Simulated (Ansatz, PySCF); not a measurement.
HfFH3, SMILES [HfH3][F], multiplicity 1. Atoms are numbered in the order given.

```xyz
5

Hf     0.0000     0.0000    -0.0883
F      0.0000     0.0000     1.7916
H     -1.5229    -0.8793    -0.6662
H      1.5229    -0.8793    -0.6662
H      0.0000     1.7586    -0.6662
```
Charge 0, spin multiplicity 1.

The structure is a stationary point at r2SCAN-D4/def2-TZVP. The multiplicity is an assumed one; no other spin state was optimised. The structure was generated by enumeration; whether it is a known compound was not checked. The def2 effective core potentials stand for the cores of Hf; spin–orbit coupling is left out.

Two levels are set side by side: PBE-D3(BJ)/def2-TZVP (Ansatz, a first-principles code) and r2SCAN-D4/def2-TZVP (Ansatz). Each level has its own optimised geometry; the coordinates shown are those of the second. Frequencies come from the Hessian of PySCF at each geometry. Differences are taken from unrounded values.

```
quantity                            r2SCAN-D4
----------------------------------  ---------
mean bond length (Å)                    1.858
bond Hf1–F2 (Å)                         1.880
bond Hf1–H3 (Å)                         1.851
bond Hf1–H4 (Å)                         1.851
bond Hf1–H5 (Å)                         1.851
highest harmonic wavenumber (cm⁻¹)       1757
mean harmonic wavenumber (cm⁻¹)           948
zero-point energy (kcal/mol)            12.20
```

### Question
What does PBE-D3(BJ) give, and how far is it from r2SCAN-D4? (Estimate from the structure and the level; the computed values follow.)

### Answer

```csv
quantity,PBE-D3(BJ),PBE-D3(BJ) minus r2SCAN-D4
mean bond length (Å),1.864,0.006
bond Hf1–F2 (Å),1.888,0.008
bond Hf1–H3 (Å),1.856,0.005
bond Hf1–H4 (Å),1.856,0.005
bond Hf1–H5 (Å),1.856,0.005
highest harmonic wavenumber (cm⁻¹),1719,-38
mean harmonic wavenumber (cm⁻¹),929,-19
zero-point energy (kcal/mol),11.96,-0.24
```
